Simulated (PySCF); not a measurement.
A series of substituents X on one scaffold: SiH2(OH)-X. Gas-phase values, no solvent. One relaxed conformer stands for each flexible species; it need not be the lowest. Strings in code marks are SMILES.

Excitations are Tamm–Dancoff values on a coarser integration grid. The basis has no diffuse functions, so Rydberg states are missing or too high.

A: X = selanyl (`O[SiH2][SeH]` (H–O–Si–Se torsion 47°, O–Si–Se–H torsion -98°))
B: X = cyanomethyl (`O[SiH2]CC#N`)
C: X = difluoromethyl (`C(F)(F)[SiH2]O` (H–O–Si–C torsion 51°, O–Si–C–F torsion -53°))
D: X = isocyano (`[N+]([SiH2]O)#[C-]`)

Question: Rank these by T1 excitation (TDA) (lowest first), as PBE0-D4/def2-TZVP (PySCF) gives it.

Answer: A (5.05 eV), D (5.16 eV), B (6.23 eV), C (6.43 eV)
